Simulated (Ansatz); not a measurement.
`[SiH3]OB(S)S` and `CCB(S)S` differ in one atom or group.

Ansatz, PBE0-D4/def2-TZVP geometries, multiplicity 1. Each molecule was computed in one conformer, which needn't be the lowest.

```json
{"property": "LUMO energy (B3LYP/def2-TZVPP) / eV", "`[SiH3]OB(S)S`": "-0.49"}
{"property": "HOMO energy (PBE/def2-TZVPP) / eV", "`[SiH3]OB(S)S`": "-6.23"}
{"property": "HOMO–LUMO gap (PBE/def2-TZVPP) / eV", "`[SiH3]OB(S)S`": "5.09"}
{"property": "LUMO energy (ωB97M-V/def2-TZVPP) / eV", "`[SiH3]OB(S)S`": "1.45"}
{"property": "size of the dipole moment (B3LYP/def2-TZVPP) / D", "`[SiH3]OB(S)S`": "0.92"}
{"property": "LUMO energy (PBE/def2-TZVPP) / eV", "`[SiH3]OB(S)S`": "-1.13"}
```

Problem. What does the change do to each property? (Best estimate.)

Solution. Computed: 
```csv
property,`CCB(S)S`,shift
LUMO energy (B3LYP/def2-TZVPP) / eV,-0.70,-0.21
HOMO energy (PBE/def2-TZVPP) / eV,-6.27,-0.04
HOMO–LUMO gap (PBE/def2-TZVPP) / eV,4.82,-0.27
LUMO energy (ωB97M-V/def2-TZVPP) / eV,1.47,0.02
size of the dipole moment (B3LYP/def2-TZVPP) / D,0.54,-0.38
LUMO energy (PBE/def2-TZVPP) / eV,-1.45,-0.32
```

Dipoles are sizes alone; their direction can turn.

B3LYP here is the variant with VWN-RPA as its local correlation; programs differ in this.
